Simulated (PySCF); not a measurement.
C₃H₄ClO₂Si (doublet state).
Z-matrix (Å and degrees, GFN2-xTB geometry), rows numbered from 1:
```
Cl
C   1  1.7247
C   2  1.3062  1  124.26
O   3  1.3032  2  129.95  1   179.82
Si  4  1.6661  3  120.67  2     3.85
O   5  1.6235  4  104.44  3     2.18
C   6  1.3930  5  127.98  4   -14.56
H   5  1.4532  4  104.69  3  -115.88
H   5  1.4480  4  107.93  3   115.01
H   7  1.0982  2  108.99  1   -68.98
H   7  1.0965  2  108.69  1    49.55
```

Identity: `ClC1=[C]O[SiH2]OC1` [radical].

Level of theory: UKS B3LYP, pcH-1 on C Cl H O Si, non-relativistic, mean-field spin-orbit, GIAO in PySCF 2.14.0. Isolated species at its GFN2-xTB geometry (one conformer only). Couplings are sensitive to structure, and on GFN2-xTB geometries they can be far from those on DFT ones. Stability of the SCF solution: not tested.

(1) Break the g tensor into its mass correction, gauge correction and orbital-Zeeman/spin–orbit terms.

(2) What effective moment and Curie constant follow for a powder?

(3) What are the electron Larmor frequencies g μB B/h along the three axes at 350 mT?

(4) In a frozen sample, at which fields do the three g values resonate at 9.5, 34, 94 and 263 GHz (hyperfine left aside), and which band first spreads them over more than twice a line width of 1.0 mT?

Answers

(1) 
```tsv
Δg (ppm)	1	2	3
relativistic mass correction	-207	-207	-207
gauge correction	22	-97	10
orbital Zeeman/spin–orbit	-1812	762	1147
total	-1997	458	950
```

So g = 2.00032, 2.00278, 2.00327 and g_iso = 2.00212; the tensor is rhombic: the two nearest values differ by 17 % of g3 − g1. Axes: g1 points within 3° of the C2–C3 bond.

(2) With the mean of g² = 4.0085 and S(S+1) = 0.75: μ_eff = √(⟨g²⟩S(S+1)) = 1.734 μB and χT = 0.12505·⟨g²⟩·S(S+1) = 0.376 cm³ K/mol (cgs; spin-Hamiltonian part alone).

(3) 9.7990, 9.8110, 9.8134 GHz for g1, g2 and g3, a range of 14.4 MHz.

(4) 
| band | GHz | B(g3) mT | B(g2) mT | B(g1) mT | spread mT |
| --- | --- | --- | --- | --- | --- |
| X | 9.5 | 338.82 | 338.91 | 339.32 | 0.50 |
| Q | 34.0 | 1212.63 | 1212.93 | 1214.42 | 1.79 |
| W | 94.0 | 3352.56 | 3353.39 | 3357.50 | 4.94 |
| J | 263.0 | 9380.04 | 9382.35 | 9393.86 | 13.82 |

The spread grows in proportion to the frequency. W band is the first where it exceeds 2.0 mT.

The Mulliken spin populations are largest on C3 (+0.94), C2 (-0.12) and O4 (+0.07). C3 is the only atom above +0.15. The positive populations add up to 1.12 and the negative ones to -0.12, together 2S = 1.

The HOMO–LUMO gaps are 6.60 eV among the α and 3.60 eV among the β orbitals.
